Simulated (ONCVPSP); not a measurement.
## An odd input for ONCVPSP 4.0.1 (V (Z = 23))

Command:

```bash
oncvpsp.x < V.dat > V.out
```

Input:

```
# ATOM AND REFERENCE CONFIGURATION
# atsym  z   nc   nv     iexc    psfile
  V 23.00    3    4        4      upf
#
#   n    l    f
    1    0    2.00
    2    0    2.00
    2    1    6.00
    3    0    2.00
    3    1    6.00
    3    2    3.00
    4    0    2.00
#
# PSEUDOPOTENTIAL AND OPTIMIZATION
# lmax
    2
#
#   l,   rc,      ep,       ncon, nbas, qcut
    0    4.80    0.00    3    7    6.50
    1    1.60    0.00    3    8   10.60
    2    1.45    0.00    3    8   13.20
#
# LOCAL POTENTIAL
# lloc, lpopt,  rc(5),   dvloc0
    2    5    1.45    0.00
#
# VANDERBILT-KLEINMAN-BYLANDER PROJECTORs
# l, nproj, debl
    0    2    3.90
    1    2    1.50
    2    0    2.60
#
# MODEL CORE CHARGE
# icmod, fcfact, rcfact
    0    0.00    0.00
#
# LOG DERIVATIVE ANALYSIS
# epsh1, epsh2, depsh
   -4.00    5.00    0.02
#
# OUTPUT GRID
# rlmax, drl
    6.00    0.01
#
# TEST CONFIGURATIONS
# ncnf
    4
# nvcnf
#   n    l    f
    4
    3    0    2.00
    3    1    6.00
    3    2    3.00
    4    0    1.00
#
    4
    3    0    2.00
    3    1    6.00
    3    2    3.00
    4    0    0.00
#
    4
    3    0    2.00
    3    1    6.00
    3    2    2.00
    4    0    0.00
#
    5
    3    0    2.00
    3    1    6.00
    3    2    3.00
    4    0    1.00
    4    1    1.00
#
```

This is an input that runs to its end, with one change: rc of l = 0 set to 4.80 bohr.

**Question.** How does the run end?

**Answer.** The program runs through. Ghost flags: GHOST(+) s at 11.4 eV; the largest excitation error among the 4 tests with output is 310 meV, against 5.2 meV for the unchanged input. Messages: WARNING scattering state with energy 0.25000000; WARNING wellstate: negative energy specified for n= 4 l= 1; WARNING will be used for the first projector.

```
   2   0  2.0000  -22.19679104
   2   1  6.0000  -18.54104149
   3   0  2.0000   -2.63333389   -2.63764200   -4.31D-03
   3   1  6.0000   -1.67076333   -1.67646228   -5.70D-03
   3   2  3.0000   -0.23880163   -0.24270803   -3.91D-03
   4   0  1.0000   -0.20332226   -0.20293949    3.83D-04
   4   1  1.0000   -0.07711309   -0.07687434    2.39D-04

    Total energies and differences
      AE_ref= -9.49005210D+02  AE_tst= -9.48882193D+02  dif=  1.23D-01
      PS_ref= -6.96669557D+01  PS_tst= -6.95440141D+01  dif=  1.23D-01
      PSP excitation error=  7.45D-05
```
